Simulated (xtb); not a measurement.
BI3, charge -1, doublet, from a rough starting geometry (a state made from the parent by changing its charge; the spin is typed, not shown lowest); GFN2-xTB (xtb).

xtb was given this input:
```
$ xtb mol.xyz --gfn 2 --chrg -1 --uhf 1 --opt vtight --json

# file mol.xyz
4

B     -0.01709882     0.02959422    -0.01013673
I      1.98539677    -0.35041348    -0.57226063
I     -0.74793692    -0.87299471     1.78297392
I     -1.30689285     1.26596238    -1.18239887
```

It wrote (shortened):

```
   ID    Z sym.   atoms
    1    5 B      1
    2   53 I      2-4

           -------------------------------------------------
          |                Calculation Setup                |
           -------------------------------------------------

           -------------------------------------------------
          |                 G F N 2 - x T B                 |
           -------------------------------------------------

          ...................................................
          :                      SETUP                      :
          :.................................................:
          :  # basis functions                  34          :
          :  # atomic orbitals                  31          :
          :  # shells                           11          :
          :  # electrons                        25          :
          :  max. iterations                   250          :
          :  Hamiltonian                  GFN2-xTB          :
          :  restarted?                      false          :
          :  GBSA solvation                  false          :
          :  PC potential                    false          :
          :  electronic temp.          300.0000000     K    :
          :  accuracy                    1.0000000          :
          :  -> integral cutoff          0.2500000E+02      :
          :  -> integral neglect         0.1000000E-07      :
          :  -> SCF convergence          0.1000000E-05 Eh   :
          :  -> wf. convergence          0.1000000E-03 e    :
          :  Broyden damping             0.4000000          :
          :  net charge                         -1          :
          :  unpaired electrons                  1          :
          ...................................................

 iter      E             dE          RMSdq      gap      omega  full diag
   1    -12.7684173 -0.127684E+02  0.114E+01    2.50       0.0  T
   2    -12.8512520 -0.828347E-01  0.143E+01    4.45       1.0  T
   3    -12.9462755 -0.950235E-01  0.994E+00    3.90       1.0  T
   4    -12.8798533  0.664222E-01  0.667E+00    3.20       1.0  T
   5    -12.9341848 -0.543315E-01  0.415E+00    3.03       1.0  T
   6    -12.9635378 -0.293530E-01  0.145E+00    2.59       1.0  T
   7    -12.9639044 -0.366618E-03  0.117E+00    2.75       1.0  T
   8    -12.9663658 -0.246133E-02  0.290E-01    2.67       1.0  T
   9    -12.9665724 -0.206597E-03  0.115E-01    2.69       1.0  T
[...]
         :: total energy             -12.942215885132 Eh    ::
 * total energy  :   -12.9422159 Eh     change       -0.1011031E-09 Eh
 * total energy  :   -12.9462004 Eh     change       -0.3984537E-02 Eh
 * total energy  :   -12.9469936 Eh     change       -0.7931842E-03 Eh
 * total energy  :   -12.9468641 Eh     change        0.1294981E-03 Eh
 * total energy  :   -12.9470891 Eh     change       -0.2250112E-03 Eh
 * total energy  :   -12.9470794 Eh     change        0.9707186E-05 Eh
 * total energy  :   -12.9470903 Eh     change       -0.1092903E-04 Eh
 * total energy  :   -12.9470904 Eh     change       -0.8740461E-08 Eh
   *** GEOMETRY OPTIMIZATION CONVERGED AFTER 8 ITERATIONS ***
         :: total energy             -12.947090350170 Eh    ::
[...]
        23                          0.2196447               5.9768
        24                          0.2196486               5.9769
       ...                                ...                  ...
        31                          0.9109746              24.7889
      -------------------------------------------------------------
                  HL-Gap            0.0804934 Eh            2.1903 eV
             Fermi-level           -0.0965693 Eh           -2.6278 eV

     #   Z          covCN         q      C6AA      α(0)
     1   5 B        2.642     0.240    18.072     7.171
     2  53 I        1.250    -0.413   403.773    34.688
     3  53 I        1.250    -0.413   403.774    34.688
     4  53 I        1.250    -0.413   403.773    34.688

 Mol. C6AA /au·bohr⁶  :       4164.255917
 Mol. C8AA /au·bohr⁸  :     365485.453175
 Mol. α(0) /au        :        111.233118

Wiberg/Mayer (AO) data.
largest (>0.10) Wiberg bond orders for each atom

 ---------------------------------------------------------------------------
     #   Z sym  total        # sym  WBO       # sym  WBO       # sym  WBO
 ---------------------------------------------------------------------------
     1   5 B    2.699 --     2 I    0.900     4 I    0.900     3 I    0.900
     2  53 I    0.910 --     1 B    0.900
     3  53 I    0.910 --     1 B    0.900
     4  53 I    0.910 --     1 B    0.900
 ---------------------------------------------------------------------------

Topologies differ in total number of bonds
Writing topology from bond orders to xtbtopo.mol

molecular dipole:
                 x           y           z       tot (Debye)
 q only:        0.042      -0.031      -0.006
   full:        0.041      -0.033      -0.008       0.136
molecular quadrupole (traceless):
                xx          xy          yy          xz          yz          zz
 q only:       -3.955       3.820       4.943       2.490       6.718      -0.989
  q+dip:       -7.549       7.291       9.437       4.752      12.826      -1.888
   full:       -6.881       6.646       8.601       4.331      11.690      -1.721

optimized geometry written to: xtbopt.xyz

           -------------------------------------------------
          | TOTAL ENERGY              -12.947090350170 Eh   |
          | GRADIENT NORM               0.000433429228 Eh/α |
          | HOMO-LUMO GAP               2.190336514126 eV   |
           -------------------------------------------------

normal termination of xtb
```
